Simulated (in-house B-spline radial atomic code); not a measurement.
Si²⁺. Computed with a B-spline radial atomic code. Model: non-relativistic spherical atom: semilocal Troullier-Martins pseudo-atom, one channel per l, against all electrons, high spin, G0W0 and RPA with empty states to l = 8, local potential for every l without a channel, a model core (radius 0 = none) keeps its share of the functional.

What the tables leave out is listed at the end.

The pseudopotential gives back the lowest level of each angular momentum of its own functional in the configuration it was made in; a second state of the same l is only approximately right. Exact exchange, RPA and GW see the smooth pseudo-orbitals and miss the exchange with the core, for which the functional's share stands in. The column with an uncorrelated core keeps all orbitals and exact exchange, and so separates missing core correlation from pseudisation. Only the three outermost levels and the lowest empty one were computed. RPA here is direct RPA, with no exchange kernel, and its energies carry an (l + 1/2)⁻⁴ tail. A hybrid on a potential with a model core restores only its own semilocal share of the core's exchange.

Command:
```bash
python run_psgw.py task.json out
```
Settings (lengths in bohr, energies in hartree):
```
Z                      14
electrons              12
configuration          [Ne] 3s2
generated_in           [Ne] 3s2 3p2
functional             pbe,pbe
core_shells            2
radius_factor          0.8
core_correction        False
ion_configuration      [Ne] 3s1
```

Time taken, with all properties: 37 s on 1 thread of Arm Neoverse N1, with other jobs on the host.

Given: made with PBE; model core radius 0 bohr; local radius 0.64 bohr; mean-field start PBE.

Valence shells of the generating configuration: 2p, 3s, 3p.

Channel: s 1.435, p 0.5 (radii in bohr).

Computed: largest level miss in the spin-unpolarised generating configuration 0.012 eV; valence RPA correlation energy pseudo -0.57259 hartree; all-electron RPA polarisability, core included 8.9757 bohr³; pseudo-atom RPA polarisability 9.0041 bohr³; ionisation by mean-field pseudo minus all -0.103 eV; ionisation by RPA all-electron 33.927 eV; ionisation by RPA pseudo minus all 0.408 eV.

| level | occupied | mean-field all-electron (eV) | mean-field pseudo minus all (eV) | G0W0 all-electron (eV) | G0W0 uncorrelated core minus all (eV) | G0W0 pseudo minus all (eV) | exchange self-energy all-electron (eV) | exchange self-energy pseudo (eV) |
| --- | --- | --- | --- | --- | --- | --- | --- | --- |
| 3s | 1 | -28.478 | 0.039 | -33.755 | -0.042 | -0.433 | -15.194 | -14.226 |
| 3p (empty) | 0 | -20.516 | 0.036 | -16.776 | 0.022 | 0.215 | -4.4966 | -3.8787 |

(1) What is the ionisation by mean-field all-electron?

(2) What is the valence RPA correlation energy all-electron orbitals?

Given: mean-field start PBE0.

Computed: valence RPA correlation energy all-electron orbitals -0.43153 hartree; valence RPA correlation energy pseudo -0.54824 hartree; all-electron RPA polarisability, core included 8.034 bohr³; pseudo-atom RPA polarisability 7.8664 bohr³; ionisation by mean-field all-electron 33.245 eV; ionisation by RPA all-electron 33.716 eV.

| level | occupied | mean-field all-electron (eV) | mean-field pseudo minus all (eV) | G0W0 all-electron (eV) | G0W0 uncorrelated core minus all (eV) | G0W0 pseudo minus all (eV) | exchange self-energy all-electron (eV) | exchange self-energy pseudo (eV) |
| --- | --- | --- | --- | --- | --- | --- | --- | --- |
| 3s | 1 | -29.632 | -0.1 | -33.705 | -0.038 | -0.442 | -15.055 | -14.355 |
| 2p | 1 | -122.3 | 1.392 | -132.48 | -0.711 | 3.952 | -67.549 | -55.753 |
| 3p (empty) | 0 | -19.399 | 0.142 | -16.695 | 0.02 | 0.257 | -4.2854 | -3.7191 |

(3) What is the ionisation by mean-field pseudo minus all?

(4) What is the ionisation by RPA pseudo minus all?

Given: mean-field start Hartree-Fock.

Computed: valence RPA correlation energy all-electron orbitals -0.37974 hartree; valence RPA correlation energy pseudo -0.49397 hartree; all-electron RPA polarisability, core included 6.3346 bohr³; ionisation by mean-field all-electron 31.955 eV; ionisation by mean-field pseudo minus all 0.653 eV; ionisation by RPA pseudo minus all 0.44 eV.

| level | occupied | mean-field all-electron (eV) | mean-field pseudo minus all (eV) | G0W0 all-electron (eV) | G0W0 uncorrelated core minus all (eV) | G0W0 pseudo minus all (eV) | exchange self-energy all-electron (eV) | exchange self-energy pseudo (eV) |
| --- | --- | --- | --- | --- | --- | --- | --- | --- |
| 3s | 1 | -32.163 | -0.687 | -33.523 | -0.027 | -0.419 | -14.636 | -14.728 |
| 2p | 1 | -137.16 | 5.969 | -134.5 | -0.699 | 4.527 | -67.646 | -55.462 |
| 3p (empty) | 0 | -15.49 | 0.417 | -16.508 | 0.015 | 0.413 | -3.6169 | -3.1415 |

(5) What is the ionisation by RPA all-electron?

(6) What is the pseudo-atom RPA polarisability?

## Answers

(1) 33.383 eV.

(2) -0.45509 hartree.

(3) 0.085 eV.

(4) 0.412 eV.

(5) 33.307 eV.

(6) 5.7658 bohr³.

Among the listed levels the largest G0W0 shift of the pseudo-atom is +4.53 eV, for 2p on the Hartree-Fock start, while leaving the core uncorrelated moves that level by -0.70 eV. So pseudisation and the lost core exchange, not the missing core correlation, make the error. Not in the tables (levels of low weight, unsolved or above zero; the highest and the empty levels are kept at any weight): on PBE the G0W0 levels 2p (pseudo minus all +3.14 eV, weights 0.79 and 0.66).
